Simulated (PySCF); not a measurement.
# Which functional comes closest?

Molecule: `CC(=O)C(F)(F)F`, C₃H₃F₃O.

Bonds (- single, = double, # triple, : aromatic): C1-C2 1.497 Å, C2=O3 1.199 Å, C2-C4 1.546 Å, C4-F5 1.338 Å, C4-F6 1.317 Å, C4-F7 1.337 Å. C1 carries H8, H9, H10.

Geometry PBE0-D3(BJ)/def2-SVP throughout; GIAO in PySCF 2.14.0 with density-fitted response routines, gas phase, one conformer, non-relativistic; equivalent atoms averaged; basis pcSseg-2.

Reference values (measured; G. Saielli, R. Bini, A. Bagno, Computational 19F NMR. 2. Organic compounds, RSC Adv. 2014, ESI (exp. from Berger-Braun-Kalinowski 1994 and Everett 1995)): δ(F5/F6/F7) = -80.5 ppm vs CFCl3. Computed shifts are taken against CFCl3, calculated as an isolated molecule at each level.

**Question.** How do the functionals HF, PBE, OPBE, KT3, B3LYP, PBE0, mPW1PW91, BHandHLYP, CAM-B3LYP perform against the reference? Times are CPU seconds on shared hosts with different chips, so compare them loosely; the GGAs took longer than the global hybrids here, which isn't the general rule, and the cause wasn't traced.

**Answer.** 
```tsv
functional	kind	F5/F6/F7	abs. error F	core-s
HF	Hartree–Fock	-62.1	18.4	17
PBE	GGA	-106.5	26.0	41
OPBE	GGA	-103.7	23.2	40
KT3	GGA	-109.3	28.8	50
B3LYP	global hybrid	-93.0	12.5	28
PBE0	global hybrid	-91.3	10.8	30
mPW1PW91	global hybrid	-90.6	10.1	28
BHandHLYP	global hybrid	-78.7	1.8	27
CAM-B3LYP	range-separated hybrid	-81.4	0.9	43
```

For ¹⁹F the closest is CAM-B3LYP (0.9 ppm) and the furthest KT3 (28.8 ppm). One molecule is a small sample, and vibrational and solvent effects are absent from the calculation.
